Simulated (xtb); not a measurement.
A run for xtb: GFN-FF on C3H12Si (a complex), monomers drawn apart or pushed together.

```
$ xtb mol.xyz --gfnff --sp --chrg 0 --uhf 0
16

C      0.87883875     0.08670683     0.45526027
C     -0.51024346     0.68180204     0.24485405
H      1.55682397     0.36663610    -0.35335539
H      0.84171862    -1.00329362     0.49444022
H      1.32616653     0.43233309     1.38938324
H     -0.47748493     1.77313645     0.22720046
H     -1.19534105     0.38359377     1.04033541
H     -0.94294756     0.35026877    -0.70095558
C     -0.63778962     0.59052799     5.44899915
Si    -0.27392554    -1.24574988     5.32471468
H     -0.12218995     1.02896726     6.30536671
H     -1.70790902     0.76589035     5.57371107
H     -0.31236246     1.11735638     4.55117134
H      1.17861601    -1.48249687     5.14403625
H     -0.99152144    -1.84830302     4.17583504
H     -0.70889155    -1.94265244     6.56026121
```

It printed:

```
[...]
           -------------------------------------------------
          |                Calculation Setup                |
           -------------------------------------------------



molecular fragmentation (1/2 indicates fragments):
1111111122222222
# atoms in fragment 1/2:     8     8
 fragment masses (1/2) :       30.07       46.14
CMA distance (Bohr)    :   9.740
constraining FC (au)   :  0.0500

          ==================== Thresholds ====================
          CN  :   150.00000
          rep :   500.00000
          disp:  2500.00000
          HB1 :   250.00000
          HB2 :   450.00000

          Pauling EN used:
          Z : 1  EN :  2.20
          Z : 6  EN :  2.55
          Z :14  EN :  1.90
          electric field strengths (au): 0.000

           -------------------------------------------------
          |           Force Field Initialization            |
           -------------------------------------------------

          distances ...
          ----------------------------------------
          generating topology and atomic info file ...
          pair mat ...
          computing topology distances matrix with Floyd-Warshall algo ...
          making topology EEQ charges ...
          #fragments for EEQ constrain: 2
          ----------------------------------------
          generating topology and atomic info file ...
          pair mat ...
          computing topology distances matrix with Floyd-Warshall algo ...
          making topology EEQ charges ...
          rings ...
          # BATM   36
          # H in HB   3

  atom   neighbors  erfCN metchar sp-hybrid imet pi  qest     coordinates
    1  C       4    3.48   0.00         3    0    0  -0.056    1.660765    0.163852    0.860317
    2  C       4    3.48   0.00         3    0    0  -0.056   -0.964220    1.288419    0.462707
    3  H       1    0.97   0.00         0    0    0   0.019    2.941971    0.692842   -0.667745
    4  H       1    0.97   0.00         0    0    0   0.019    1.590618   -1.895950    0.934357
    5  H       1    0.97   0.00         0    0    0   0.019    2.506092    0.816991    2.625554
    6  H       1    0.97   0.00         0    0    0   0.019   -0.902316    3.350742    0.429347
    7  H       1    0.97   0.00         0    0    0   0.019   -2.258867    0.724887    1.965949
    8  H       1    0.97   0.00         0    0    0   0.019   -1.781913    0.661912   -1.324614
    9  C       4    3.48   0.00         3    0    0  -0.070   -1.205248    1.115936   10.297116
   10  Si      4    3.44   0.05         3    0    0   0.035   -0.517644   -2.354126   10.062252
   11  H       1    0.97   0.00         0    0    0   0.019   -0.230906    1.944466   11.915416
   12  H       1    0.97   0.00         0    0    0   0.019   -3.227480    1.447323   10.532787
   13  H       1    0.97   0.00         0    0    0   0.019   -0.590280    2.111498    8.600467
   14  H       1    0.95   0.01         0    0    0  -0.007    2.227261   -2.801513    9.720820
   15  H       1    0.95   0.01         0    0    0  -0.007   -1.873704   -3.492787    7.891185
   16  H       1    0.95   0.01         0    0    0  -0.007   -1.339611   -3.671081   12.397097

          #atoms :   16
          #bonds :   14
          #angl  :   24
          #tors  :   18
          #nmol  :   2
          #optfrag :   2
           -------------------------------------------------
          |                   G F N - F F                   |
          |          A general generic force-field          |
          |                  Version 1.0.3                  |
           -------------------------------------------------
Note: The following floating-point exceptions are signalling: IEEE_UNDERFLOW_FLAG IEEE_DENORMAL
normal termination of xtb
          Number of HB bonds (bound hydrogen)     0
          Number of HB bonds (unbound hydrogen)   0
          Number of XB bonds                      0

 E+G (total)                   0 d,  0 h,  0 min,  0.000 sec
 distance/D3 list               ...        0 min,  0.000 sec (  0.982%)
 non bonded repulsion           ...        0 min,  0.000 sec ( 19.873%)
 dCN                            ...        0 min,  0.000 sec (  5.122%)
 EEQ energy and q               ...        0 min,  0.000 sec ( 13.100%)
 D3                             ...        0 min,  0.000 sec ( 15.146%)
 EEQ gradient                   ...        0 min,  0.000 sec (  6.903%)
 bonds                          ...        0 min,  0.000 sec ( 11.266%)
 bend and torsion               ...        0 min,  0.000 sec ( 12.063%)
 bonded ATM                     ...        0 min,  0.000 sec (  4.465%)
 HB/XB (incl list setup)        ...        0 min,  0.000 sec (  7.676%)

         :::::::::::::::::::::::::::::::::::::::::::::::::::::
         ::                     SUMMARY                     ::
         :::::::::::::::::::::::::::::::::::::::::::::::::::::
         :: total energy              -1.971375323128 Eh    ::
         :: gradient norm              0.016511267097 Eh/a0 ::
         ::.................................................::
         :: bond energy               -2.064350199553 Eh    ::
         :: angle energy               0.016832185588 Eh    ::
         :: torsion energy             0.000004120372 Eh    ::
         :: repulsion energy           0.085343439059 Eh    ::
         :: electrostat energy        -0.003916845253 Eh    ::
         :: dispersion energy         -0.005271902289 Eh    ::
         :: HB energy                  0.000000000000 Eh    ::
         :: XB energy                  0.000000000000 Eh    ::
         :: bonded atm energy         -0.000016121051 Eh    ::
         :: external energy            0.000000000000 Eh    ::
         :: add. restraining           0.000000000000 Eh    ::
         :: total charge               0.000000000000 e     ::
         :::::::::::::::::::::::::::::::::::::::::::::::::::::

           -------------------------------------------------
          |                Property Printout                |
           -------------------------------------------------

molecular dipole:
                 x           y           z       tot (Debye)
 q only:       -0.004       0.019       0.001       0.050

           -------------------------------------------------
          | TOTAL ENERGY               -1.971375323128 Eh   |
          | GRADIENT NORM               0.016511267097 Eh/α |
           -------------------------------------------------
########################################################################
[WARNING] Runtime exception occurred
-1- gfnff_setup: Could not read topology file.
########################################################################

------------------------------------------------------------------------
------------------------------------------------------------------------
 total:
 SCF:
```

The run finished.

Cost: about 0.020 core-seconds (a rough figure).
